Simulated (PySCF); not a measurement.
## NMR parameters of [Co(CN)6]3-

[Co(CN)6]3-, [C6CoN6]3-, point group Oh.

Geometry:
```tsv
atom	x (Å)	y (Å)	z (Å)
Co1	0.000	0.000	0.000
C2	-0.009	-0.004	1.925
N3	-0.014	-0.007	3.096
C4	0.009	0.004	-1.925
N5	0.015	0.006	-3.096
C6	1.925	0.010	0.009
N7	3.095	0.016	0.015
C8	-1.925	-0.010	-0.009
N9	-3.096	-0.015	-0.014
C10	-0.010	1.925	0.004
N11	-0.016	3.096	0.006
C12	0.009	-1.925	-0.004
N13	0.015	-3.095	-0.007
```

Total charge -3.

GIAO calculations in PySCF 2.14 on the PBE0-D3(BJ)/def2-SVP structure: isolated species, non-relativistic, equivalent atoms averaged; basis pcSseg-1 (pcSseg-2 on Co).

Task: Give the isotropic shieldings (ppm) with B3LYP, PBE0.

Result: 
```csv
atoms,environment,B3LYP,PBE0
Co1,Co bonded to 6 C,-6331,-6793
N3/N5/N7/N9/N11/N13,nitrogen bonded to C,-68.6,-69.5
C2/C4/C6/C8/C10/C12,"carbon bonded to Co, N",14.4,17.6
HOMO–LUMO gap (eV),–,6.87,7.54
```

Task: And the chemical shifts, against references computed in the same way?

Result: 
```
              atoms  nucleus, reference  B3LYP   PBE0
N3/N5/N7/N9/N11/N13            ¹⁵N, NH3  332.2  335.1
C2/C4/C6/C8/C10/C12            ¹³C, TMS  164.8  166.9
```

Task: Which part of the shielding of Co1 depends on the functional?

Result: Diamagnetic: B3LYP 2171, PBE0 2173 ppm; paramagnetic: B3LYP -8502, PBE0 -8966 ppm. The diamagnetic part, set mainly by inner electrons, hardly moves; the paramagnetic part goes with low-lying magnetically allowed excitations and carries the spread.

The ion is multiply charged and has no counter-ions or solvent here.

Experimental scales use liquid or dissolved standards, which lie at an offset from isolated NH3 (liquid NH3: subtract about 20 ppm). Unscaled 15N shifts of sp2 nitrogen come out 20 to 40 ppm too high even then.
